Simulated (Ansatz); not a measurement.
Consider the ligand exchange at a Ge–S bond: `C=C[S][GeH3]` + `N[SiH](F)F` → `F[SiH](F)[NH][GeH3]` + `C=CS`.

Isolated molecules relaxed with PBE0-D4/def2-TZVP in Ansatz; ΔE leaves out vibrations. CBS: MP2 limit from def2 TZ/QZ plus the TZ coupled-cluster correction, frozen cores. This one scheme is used for every species. DFT in def2-TZVPP. B3LYP here is the variant with VWN-RPA as its local correlation; programs differ in this. For Ge outer-core shells are correlated without core-valence functions, which leaves a few kJ/mol of doubt a bond. Scalar relativity is left out up to krypton. One conformer a species, not always the lowest.

```csv
level,ΔE (kcal/mol),difference from CCSD(T)/CBS
PBE-D4,9.7,1.6
r2SCAN-D4,9.0,0.9
B3LYP-D4,8.4,0.3
ωB97X-V,7.7,-0.4
ωB97M-V,8.2,0.1
B2PLYP,8.2,0.1
PBE,9.8,1.7
PBE0,9.5,1.4
B3LYP,8.5,0.4
HF/def2-TZVPP,6.9,-1.2
MP2/def2-TZVPP,8.3,0.2
SCS-MP2/def2-TZVPP,7.3,-0.8
CCSD/def2-TZVPP,7.0,-1.1
HF/def2-QZVPP,6.7,-1.4
MP2/CBS(def2),9.1,1.0
CCSD/CBS(def2),7.8,-0.3
CCSD(T)/CBS,8.1,0
```

Largest T1 diagnostic among the species: 0.012.

CCSD(T)/CBS has its own doubt, a few kJ/mol and more with outer-core shells, so smaller differences from it don't rank the levels.
